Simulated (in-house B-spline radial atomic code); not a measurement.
**RPA and G0W0 on r2SCAN: Ge4+**

Configuration [Ar] 3d10, mean-field start r2SCAN. Computed with an all-electron radial atomic-structure program (B-spline basis): all electrons, non-relativistic, point nucleus, each spin shell either full or empty, empty states to l = 9 with an (l + 1/2)⁻⁴ tail; G0W0 by contour deformation at full frequency.

Command:
```bash
python run_gw.py task.json out
```
Settings (radii: box in bohr, nucleus in fm):
```
Z                        32
electrons                28
configuration            [Ar] 3d10
hamiltonian              nr
method                   r2scan
lmax                     9
spin_polarised           False
box_radius               11.96
intervals                50
```

Run time, properties included: 2 s on 1 thread of Arm Neoverse N1, on a shared host.

Energies (hartree):

```json
{"term": "mean-field total", "value": "-2073.16386"}
{"term": "Hartree-Fock functional on these orbitals", "value": "-2071.73640"}
{"term": "direct second order", "value": "-2.4341"}
{"term": "second-order exchange", "value": "0.70164"}
{"term": "SOSEX correction", "value": "0.64301"}
```

**Question.** What is the RPA correlation energy, and what remains with SOSEX?

**Answer.** RPA gives -2.0902 hartree (-2.03 eV per electron); RPA + SOSEX gives -1.4472, and the second-order doubles -1.7324 hartree (no singles). SOSEX takes back 31 % of the RPA value.

Quasi-particle levels (eV):

```csv
level,occupied,mean field,Σx - vxc,Σc,QP weight,G0W0
3d,yes,-79.15,-14.50,?,?,?
4s,no,-49.99,6.35,-1.39,0.988,-45.03
```

G0W0 = mean field + (Σx - vxc) + Σc, with Σc (partial-wave tail included) taken at the quasi-particle energy. Only the outer levels were computed. Levels of low weight are left out.

**Question.** Where does G0W0 put 3d?

**Answer.** At -91.13 eV, with Σc = 2.52 eV and a quasi-particle weight of 0.941. The tabulated removal energy is 90.5 ± 0.019 eV (NIST, measured); the calculation leaves out relativity, Breit and QED terms, and what these don't explain is the method's own error.
